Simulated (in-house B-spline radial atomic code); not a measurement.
Atomic self-consistent-field run: S⁺ (an excited or competing configuration). Computed with a B-spline radial code for spherical atoms: Dirac-Hartree-Fock, average of the jj configuration, Fermi nucleus of rms radius 3.2611 fm.

In the input, a minus or plus after the letter marks the j = l - 1/2 or j = l + 1/2 subshell.

Command:
```bash
python run_scf.py task.json out
```
Settings (nuclear radius in fm, mass in u):
```
Z                16
configuration    1s2 2s2 2p6 3s2 3p+3
hamiltonian      dirac
method           hf
spin_polarised   False
nucleus          fermi
rms_radius       3.2611
atomic_mass      31.97207
speed_of_light   137.035999084
```

Output (hartree, bohr):
```
 radial grid: 75 intervals, B-splines of order 8, outer radius 40.5882 bohr

 iter        energy (Eh)    residual
    1       -396.6593267    2.67e-01
    2       -398.1123572    5.99e-02
    3       -398.1803681    2.18e-02
    4       -398.1904488    7.97e-03
    5       -398.1924415    2.37e-03
    6       -398.1925271    2.49e-04
    7       -398.1925289    3.07e-05
    8       -398.1925289    2.92e-06
    9       -398.1925289    3.35e-07
   10       -398.1925289    2.04e-08

 total energy                     -398.192529
 kinetic                            400.44040
 electron-nucleus                  -944.65003
 electron-electron                  146.01711

 first-order corrections (not in the total)
   Gaunt                            0.09424
   retardation                     -0.00685
   frequency dependence            -0.00008
   self-energy                      0.06152
   Uehling                         -0.00405
   Wichmann-Kroll                   0.00001
   recoil                           0.00568

 orbital      occ     eigenvalue          <r>       <r^2>       <1/r>       <r^4>       r_max    small
 1s1/2      2.000      -92.76998    0.0967219   0.0125887      15.671  0.00041103     0.06333  3.24e-03
 2s1/2      2.000       -9.49684     0.473392    0.265955     3.09752    0.126849      0.3864  5.01e-04
 2p1/2      2.000       -7.13707     0.439607    0.240719     2.97047    0.123323      0.3262  4.69e-04
 2p3/2      4.000       -7.11417     0.440717    0.241801      2.9575    0.124615      0.3273  4.69e-04
 3s1/2      2.000       -1.25434      1.65177     3.14609    0.818507     16.2585       1.392  7.16e-05
 3p3/2      3.000       -0.80077      1.90708     4.26485     0.69858     31.6768       1.558  5.59e-05
```

Time taken, with all properties: 0.51 s on 1 thread of Intel(R) Xeon(R) 6975P-C, with other jobs on the host.

For the Dirac Hamiltonian the kinetic term is c α·p + (β - 1)c².
